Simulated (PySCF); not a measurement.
SMILES CC(C)(C)C[SiH2]C(=O)O, GFN2-xTB optimised geometry.

```
23

C      2.39    -1.01     3.06
C      1.82     0.40     2.93
C      0.31     0.36     3.18
C      2.48     1.30     3.98
C      2.12     0.98     1.54
Si     1.47     0.07     0.00
C     -0.45     0.07     0.00
O     -1.18    -0.89    -0.02
O     -0.93     1.32     0.00
H      3.45    -1.02     2.83
H      1.88    -1.69     2.38
H      2.26    -1.38     4.07
H     -0.18    -0.34     2.51
H      0.10     0.04     4.20
H     -0.13     1.35     3.04
H      2.28     0.93     4.99
H      3.55     1.34     3.84
H      2.08     2.32     3.92
H      3.21     1.06     1.43
H      1.74     2.01     1.51
H      1.86     0.84    -1.19
H      1.91    -1.32    -0.12
H     -1.91     1.32    -0.02
```

Density from PBE/def2-SVP (PySCF) at that geometry.

Minimum of the electron density along straight lines between bonded atoms, close to the bond critical point (lines longer than 1.1 times the sum of covalent radii, or with two minima, are not listed):

```json
[
 {"bond": "C1–C2", "length / Å": "1.528", "ρ at the minimum / e bohr⁻³": "0.242", "∇²ρ there / e bohr⁻⁵": "-0.53", "position (fraction from the first atom)": "0.50"},
 {"bond": "C2–C3", "length / Å": "1.529", "ρ at the minimum / e bohr⁻³": "0.242", "∇²ρ there / e bohr⁻⁵": "-0.53", "position (fraction from the first atom)": "0.50"},
 {"bond": "C2–C4", "length / Å": "1.533", "ρ at the minimum / e bohr⁻³": "0.240", "∇²ρ there / e bohr⁻⁵": "-0.52", "position (fraction from the first atom)": "0.50"},
 {"bond": "C2–C5", "length / Å": "1.538", "ρ at the minimum / e bohr⁻³": "0.235", "∇²ρ there / e bohr⁻⁵": "-0.49", "position (fraction from the first atom)": "0.49"},
 {"bond": "C5–Si6", "length / Å": "1.905", "ρ at the minimum / e bohr⁻³": "0.111", "∇²ρ there / e bohr⁻⁵": "0.27", "position (fraction from the first atom)": "0.62"},
 {"bond": "Si6–C7", "length / Å": "1.919", "ρ at the minimum / e bohr⁻³": "0.108", "∇²ρ there / e bohr⁻⁵": "0.30", "position (fraction from the first atom)": "0.38"},
 {"bond": "C7–O8", "length / Å": "1.206", "ρ at the minimum / e bohr⁻³": "0.413", "∇²ρ there / e bohr⁻⁵": "0.39", "position (fraction from the first atom)": "0.33"},
 {"bond": "C7–O9", "length / Å": "1.341", "ρ at the minimum / e bohr⁻³": "0.299", "∇²ρ there / e bohr⁻⁵": "-0.27", "position (fraction from the first atom)": "0.34"},
 {"bond": "C1–H10", "length / Å": "1.088", "ρ at the minimum / e bohr⁻³": "0.274", "∇²ρ there / e bohr⁻⁵": "-0.98", "position (fraction from the first atom)": "0.63"},
 {"bond": "C1–H11", "length / Å": "1.087", "ρ at the minimum / e bohr⁻³": "0.275", "∇²ρ there / e bohr⁻⁵": "-0.99", "position (fraction from the first atom)": "0.63"},
 {"bond": "C1–H12", "length / Å": "1.088", "ρ at the minimum / e bohr⁻³": "0.274", "∇²ρ there / e bohr⁻⁵": "-0.98", "position (fraction from the first atom)": "0.63"},
 {"bond": "C3–H13", "length / Å": "1.088", "ρ at the minimum / e bohr⁻³": "0.275", "∇²ρ there / e bohr⁻⁵": "-0.99", "position (fraction from the first atom)": "0.63"},
 {"bond": "C3–H14", "length / Å": "1.088", "ρ at the minimum / e bohr⁻³": "0.274", "∇²ρ there / e bohr⁻⁵": "-0.98", "position (fraction from the first atom)": "0.63"},
 {"bond": "C3–H15", "length / Å": "1.088", "ρ at the minimum / e bohr⁻³": "0.274", "∇²ρ there / e bohr⁻⁵": "-0.98", "position (fraction from the first atom)": "0.63"},
 {"bond": "C4–H16", "length / Å": "1.088", "ρ at the minimum / e bohr⁻³": "0.274", "∇²ρ there / e bohr⁻⁵": "-0.98", "position (fraction from the first atom)": "0.63"},
 {"bond": "C4–H17", "length / Å": "1.088", "ρ at the minimum / e bohr⁻³": "0.274", "∇²ρ there / e bohr⁻⁵": "-0.98", "position (fraction from the first atom)": "0.63"},
 {"bond": "C4–H18", "length / Å": "1.088", "ρ at the minimum / e bohr⁻³": "0.274", "∇²ρ there / e bohr⁻⁵": "-0.98", "position (fraction from the first atom)": "0.63"},
 {"bond": "C5–H19", "length / Å": "1.093", "ρ at the minimum / e bohr⁻³": "0.269", "∇²ρ there / e bohr⁻⁵": "-0.93", "position (fraction from the first atom)": "0.62"},
 {"bond": "C5–H20", "length / Å": "1.094", "ρ at the minimum / e bohr⁻³": "0.269", "∇²ρ there / e bohr⁻⁵": "-0.94", "position (fraction from the first atom)": "0.63"},
 {"bond": "Si6–H21", "length / Å": "1.468", "ρ at the minimum / e bohr⁻³": "0.116", "∇²ρ there / e bohr⁻⁵": "0.31", "position (fraction from the first atom)": "0.49"},
 {"bond": "Si6–H22", "length / Å": "1.463", "ρ at the minimum / e bohr⁻³": "0.118", "∇²ρ there / e bohr⁻⁵": "0.32", "position (fraction from the first atom)": "0.49"},
 {"bond": "O9–H23", "length / Å": "0.973", "ρ at the minimum / e bohr⁻³": "0.343", "∇²ρ there / e bohr⁻⁵": "…", "position (fraction from the first atom)": "0.81"}
]
```

Task: Complete the blanks.

Result: 
- O9–H23, ∇²ρ there / e bohr⁻⁵: -2.16
